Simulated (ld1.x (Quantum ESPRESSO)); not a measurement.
## What one change does to a pseudopotential (W (Z = 74), TM)

```
Element                 : tungsten (W)
Generator               : ld1.x (Quantum ESPRESSO) 7.5
Type                    : norm-conserving Troullier–Martins (Kleinman–Bylander form)
Functional              : PBE
Relativity              : scalar-relativistic
Frozen core             : [Xe] 4f14
Valence charge          : 6
Reference configuration : 5d4 6s1.5 6p0.5
Partial waves           : 6s (bound): rc 2.00 bohr; 5d (bound): rc 2.30 bohr; 6p (bound): rc 2.90 bohr
Local potential         : the p channel
Core correction         : a·sin(br)/r model core, default radius (core density twice the valence density)
```

Change: wave 6p (bound): rc 2.90 bohr becomes 6p (bound): rc 2.28 bohr.

Cutoffs: the cutoffs (Ry, on a coarse ladder) from which the occupation-weighted sum of valence levels, in a spherical-Bessel basis at the reference potential, stays within 10 and 1 mRy of its value at 400 Ry; they do not see the model core or the augmentation charge, which bear on the density cutoff. Errors are all-electron minus pseudo energies relative to the spin-unpolarised reference configuration.

Predict the effect on cutoff, ghosts and configuration errors.

The potential gets neither clearly harder nor softer (30 Ry and 50 Ry → 30 Ry and 50 Ry); a bound ghost appears in s, which as a rule spoils a file; of the 7 tests that both files solve, the error grows in 1 and shrinks in 4 by more than 15 % and 0.3 meV (median size 46.8 → 38.2 meV).

```csv
quantity,base,changed
"cutoff, loose",30 Ry,30 Ry
"cutoff, tight",50 Ry,50 Ry
loose cutoff by channel (10 mRy a level),"s 15 Ry, d 25 Ry, p 6 Ry","s 18 Ry, d 25 Ry, p 15 Ry"
bound ghosts,none,s
"error for 5d4 6s2 6p0, meV [ΔE -2.21 eV]",0.0,-0.2
"error for 5d4 6s1 6p0, meV [ΔE 6.67 eV]",-6.5,-5.3
"error for 5d4 6s0 6p0, meV [ΔE 22.35 eV]",-47,-34
"error for 5d3 6s2 6p0, meV [ΔE 6.62 eV]",-29,-69
"error for 5d2 6s0 6p0, meV [ΔE 84.95 eV]",-971,-889
"error for 5d3 6s0 6p0, meV [ΔE 47.73 eV]",-300,-251
"error for 5d3 6s2 6p1, meV [ΔE 1.81 eV]",-68,-38
```

Changed file: These tests converged, but a pseudo level misses the all-electron one widely, so the file describes the atom poorly there or has found another state: 5d2 6s0 6p0: empty 6p by 7.3 eV (a node warning on the way). A true bound ghost makes a file unfit for plane-wave use even where its test errors are small: the radial tests pick states by their node count and pass the ghost by.
